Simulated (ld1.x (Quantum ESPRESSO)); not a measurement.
# How hard is this dysprosium PAW potential?

Dy (Z = 66), PAW, made with ld1.x (Quantum ESPRESSO) 7.5 (PBE, scalar-relativistic). Core [Kr] 4d10, reference 4f10 5s2 5p6 5d0.5 6s1.5 6p0. Waves: 5s (bound): rcut 2.50, rcutus 2.75 bohr; 6s (bound): rcut 2.50, rcutus 2.75 bohr; 5p (bound): rcut 2.05, rcutus 2.60 bohr; 6p (bound, empty): rcut 2.05, rcutus 2.60 bohr; 5d (bound): rcut 2.25, rcutus 3.05 bohr; 5d channel at 0.35 Ry: rcut 2.25, rcutus 3.05 bohr; 4f (bound): rcut 0.60, rcutus 0.70 bohr; 4f channel at 3.9 Ry: rcut 0.60, rcutus 0.70 bohr. Local part: all-electron potential smoothed inside 2.95 bohr (lloc = -1). Core correction: Bessel-smoothed model core inside 0.45 bohr. Augmentation charge: BESSEL, radius 0.50 bohr.

The pseudo-atom Hamiltonian at the reference potential is diagonalised in spherical Bessel functions j_l(qr) that vanish at 20 bohr, with q² up to the cutoff. All-electron valence levels (Ry): 5s -3.5615, 6s -0.2661, 5p -1.8318, 6p -0.0831, 5d -0.0722, 4f -0.1978.

Task: How do the lowest levels (Ry) of each channel move with the cutoff, and are there ghosts?

Result:

```json
{"cutoff (Ry)": "8", "s #1": "-3.5611", "s #2": "-0.2327", "p #1": "-1.8199", "p #2": "-0.0678", "d #1": "-0.0672", "d #2": "0.0478", "f #1": "0.0868", "f #2": "0.2011", "Σ f·Δε (mRy)": "2956.4"}
{"cutoff (Ry)": "25", "s #1": "-3.5615", "s #2": "-0.2665", "p #1": "-1.8318", "p #2": "-0.0830", "d #1": "-0.0725", "d #2": "0.0468", "f #1": "0.0868", "f #2": "0.2009", "Σ f·Δε (mRy)": "2831.0"}
{"cutoff (Ry)": "50", "s #1": "-3.5615", "s #2": "-0.2665", "p #1": "-1.8318", "p #2": "-0.0831", "d #1": "-0.0725", "d #2": "0.0468", "f #1": "0.0868", "f #2": "0.2009", "Σ f·Δε (mRy)": "2830.7"}
{"cutoff (Ry)": "100", "s #1": "-3.5615", "s #2": "-0.2665", "p #1": "-1.8318", "p #2": "-0.0831", "d #1": "-0.0725", "d #2": "0.0468", "f #1": "0.0867", "f #2": "0.2008", "Σ f·Δε (mRy)": "2830.6"}
{"cutoff (Ry)": "180", "s #1": "-3.5615", "s #2": "-0.2665", "p #1": "-1.8318", "p #2": "-0.0831", "d #1": "-0.0725", "d #2": "0.0468", "f #1": "0.0864", "f #2": "0.1561", "Σ f·Δε (mRy)": "2827.2"}
{"cutoff (Ry)": "400", "s #1": "-3.5615", "s #2": "-0.2665", "p #1": "-1.8318", "p #2": "-0.0831", "d #1": "-0.0725", "d #2": "0.0468", "f #1": "-0.1963", "f #2": "0.0869", "Σ f·Δε (mRy)": "0.0"}
```

Result: no extra level below or beside the all-electron valence levels (s, p, d, f tested); 10 mRy is reached at over 300 Ry and 1 mRy at over 300 Ry.

Test run stopped at test 1 of 7 (negative rho).
